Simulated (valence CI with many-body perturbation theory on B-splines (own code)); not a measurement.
## Sb2+: electric-dipole lines

Calculated by valence CI with perturbative core correlation (CI+MBPT): three valence electrons over a frozen Dirac-Fock core [Kr] 4d10, radial functions for each j: 11 s, 11 p, 10 d, 8 f, 5 g, 2 h, with the one-electron correlation potential Σ1 (screened to all orders), the two-electron term Σ2, the three-electron term Σ3, Breit, model QED; selected single and double excitations, second order for the rest, scaled by the run's own slope (own B-spline code, finite nucleus).

Set against measurement, 16 paired levels are off by 231 cm⁻¹ on average, the worst by 795. These come from a selection out of Moore, Atomic Energy Levels, vol. III, NSRDS-NBS 35 (1971 reprint of NBS Circular 467, 1958), an old analysis. Levels without a partner in it may be off by more. 1 measured level below the end of the list, from 163388 cm⁻¹ on, found no clear computed partner, and computed levels of the same name lie up to 1286 cm⁻¹ from them.

Lines 1 to 50 of 570 in falling wavelength, among levels below 184044 cm⁻¹, chosen from the strongest by gf and those to the six lowest levels. Wavelengths and rates use the calculated energies, so an error of 200 cm⁻¹ moves a line at 47420 Å by 9.5 % and its rate by three times that or more. Electric multipoles are in the length gauge, E1 and E2 with the static RPA response of the core. Weak lines are less certain than strong ones. Lines between different terms over intervals too small for the method are left out, as are lines whose strength nearly cancels. Where a level lies close to another of its J and parity, the split of strength between their lines is uncertain. The highest levels of a list are the least certain.

Names give the largest LS component (configuration and term), which can be under half, so a name can repeat, a term be missing and a line seem to break the LS rules; names also repeat where a configuration has a term twice. Letters in brackets count levels of one name in rising energy.

| λ vac (Å) | Upper | Lower | A (s⁻¹) | log gf | Branch % |
| --- | --- | --- | --- | --- | --- |
| 47420 | 5s²6g ²G_9/2 | 5s²6f ²F°_7/2 | 1.28e+06 | 0.64 | 0.7 |
| 47410 | 5s²6g ²G_7/2 | 5s²6f ²F°_7/2 | 4.59e+04 | -0.91 | 0.0 |
| 43140 | 5s²6g ²G_7/2 | 5s²6f ²F°_5/2 | 2.06e+06 | 0.66 | 1.1 |
| 42690 | 5s²9p ²P°_1/2 | 5s²8d ²D_3/2 | 4.08e+06 | 0.35 | 3.9 |
| 42010 | 5s²7d ²D_5/2 | 5s5p5d ²P°_3/2 [a] | 5.00e+04 | -1.10 | 0.0 |
| 38960 | 5s²9p ²P°_3/2 | 5s²8d ²D_5/2 | 4.66e+06 | 0.63 | 8.1 |
| 37910 | 5s²9p ²P°_3/2 | 5s²8d ²D_3/2 | 5.48e+05 | -0.33 | 1.0 |
| 37530 | 5s²9p ²P°_1/2 | 5s5p6p ⁴D_1/2 | 1.92e+05 | -1.09 | 0.2 |
| 36560 | 5s5p6s ²P°_3/2 | 5s²7d ²D_5/2 | 6.15e+05 | -0.31 | 0.0 |
| 36440 | 5s²9p ²P°_1/2 | 5s²9s ²S_1/2 | 4.03e+06 | 0.21 | 3.8 |
| 35070 | 5s5p6s ²P°_3/2 | 5s²7d ²D_3/2 | 7.80e+04 | -1.24 | 0.0 |
| 34200 | 5s²5g ²G_7/2 | 5s²5f ²F°_5/2 | 1.30e+06 | 0.26 | 0.4 |
| 33780 | 5s²9p ²P°_3/2 | 5s5p6p ⁴D_1/2 | 2.34e+05 | -0.79 | 0.4 |
| 33650 | 5s²5g ²G_9/2 | 5s²5f ²F°_7/2 | 1.40e+06 | 0.38 | 0.4 |
| 33640 | 5s²5g ²G_7/2 | 5s²5f ²F°_7/2 | 5.02e+04 | -1.17 | 0.0 |
| 32900 | 5s²9p ²P°_3/2 | 5s²9s ²S_1/2 | 5.28e+06 | 0.53 | 9.2 |
| 30430 | 5s²6g ²G_9/2 | 5s5p5d ²F°_7/2 | 1.29e+06 | 0.25 | 0.7 |
| 30420 | 5s²6g ²G_7/2 | 5s5p5d ²F°_7/2 | 4.61e+04 | -1.29 | 0.0 |
| 30190 | 5s²8d ²D_5/2 | 5s²6f ²F°_7/2 | 4.11e+06 | 0.53 | 2.0 |
| 29980 | 5s²7f ²F°_5/2 | 5s5p6p ⁴D_3/2 | 6.89e+04 | -1.25 | 0.0 |
| 29500 | 5s²8s ²S_1/2 | 5s5p6s ²P°_1/2 | 1.16e+05 | -1.52 | 0.0 |
| 28990 | 5s²8d ²D_3/2 | 5s²6f ²F°_5/2 | 5.92e+06 | 0.47 | 2.6 |
| 28410 | 5s²8d ²D_5/2 | 5s²6f ²F°_5/2 | 2.95e+05 | -0.67 | 0.1 |
| 27810 | 5s5p6s ²P°_3/2 | 5s²8s ²S_1/2 | 1.06e+06 | -0.31 | 0.0 |
| 26070 | 5s5p6p ⁴P_3/2 | 5s²9p ²P°_3/2 | 1.88e+05 | -1.12 | 0.1 |
| 24400 | 5s²8p ²P°_1/2 | 5s²7d ²D_3/2 | 9.78e+06 | 0.24 | 15.2 |
| 24200 | 5s5p6p ⁴P_3/2 | 5s²9p ²P°_1/2 | 9.44e+05 | -0.48 | 0.3 |
| 24180 | 5s²7d ²D_3/2 | 5s5p6s ²P°_1/2 | 1.99e+05 | -1.16 | 0.0 |
| 24060 | 5s²6g ²G_7/2 | 5s5p5d ²D°_5/2 [b] | 7.64e+04 | -1.28 | 0.0 |
| 23580 | 5s²10s ²S_1/2 | 5s²9p ²P°_3/2 | 1.45e+07 | 0.38 | 5.1 |
| 22270 | 5s²8d ²D_5/2 | 5s5p5d ²F°_7/2 | 2.09e+06 | -0.03 | 1.0 |
| 22040 | 5s²10s ²S_1/2 | 5s²9p ²P°_1/2 | 7.47e+06 | 0.04 | 2.6 |
| 22040 | 5s²8s ²S_1/2 | 5s5p5d ⁴D°_3/2 | 9.33e+04 | -1.87 | 0.0 |
| 21510 | 5s²8s ²S_1/2 | 5s5p5d ⁴D°_1/2 | 8.77e+04 | -1.91 | 0.0 |
| 21180 | 5s²7f ²F°_7/2 | 5s²8d ²D_5/2 | 1.93e+07 | 1.02 | 7.4 |
| 21140 | 5s²7f ²F°_5/2 | 5s²8d ²D_5/2 | 1.29e+06 | -0.28 | 0.5 |
| 20930 | 5s²7d ²D_3/2 | 5s²5f ²F°_5/2 | 6.14e+06 | 0.21 | 1.4 |
| 20830 | 5s²8p ²P°_3/2 | 5s²7d ²D_5/2 | 1.02e+07 | 0.42 | 1.5 |
| 20830 | 5s²7f ²F°_5/2 | 5s²8d ²D_3/2 | 1.84e+07 | 0.86 | 6.8 |
| 20650 | 5s²8p ²P°_1/2 | 5s²8s ²S_1/2 | 1.12e+07 | 0.16 | 17.4 |
| 20430 | 5s²7d ²D_5/2 | 5s²5f ²F°_5/2 | 3.09e+05 | -0.94 | 0.1 |
| 20340 | 5s5p6p ⁴D_3/2 | 5s²6f ²F°_5/2 | 9.80e+04 | -1.61 | 0.0 |
| 20340 | 5s²8p ²P°_3/2 | 5s²7d ²D_3/2 | 1.18e+06 | -0.53 | 0.2 |
| 20230 | 5s²7d ²D_5/2 | 5s²5f ²F°_7/2 | 6.24e+06 | 0.36 | 1.6 |
| 18910 | 5s²8d ²D_3/2 | 5s5p5d ²D°_5/2 [b] | 8.70e+04 | -1.73 | 0.0 |
| 18540 | 5s²7d ²D_3/2 | 5s5p5d ⁴D°_1/2 | 1.40e+05 | -1.54 | 0.0 |
| 18520 | 5s²7d ²D_5/2 | 5s5p5d ⁴D°_3/2 | 9.93e+04 | -1.51 | 0.0 |
| 18140 | 5s²9s ²S_1/2 | 5s5p5d ²D°_3/2 | 5.16e+05 | -1.29 | 0.1 |
| 17660 | 5s²8p ²P°_3/2 | 5s²8s ²S_1/2 | 1.30e+07 | 0.39 | 1.9 |
| 17610 | 5s5p5d ²D°_3/2 | 5s²7d ²D_5/2 | 3.39e+05 | -1.20 | 0.0 |

(1) How does gf follow from A for the line at 37530 Å?

Results:

(1) gf = 1.4992 × (2J+1)_upper × A / σ², with σ = 2664 cm⁻¹ and 2J+1 = 2: gf = 0.0812.
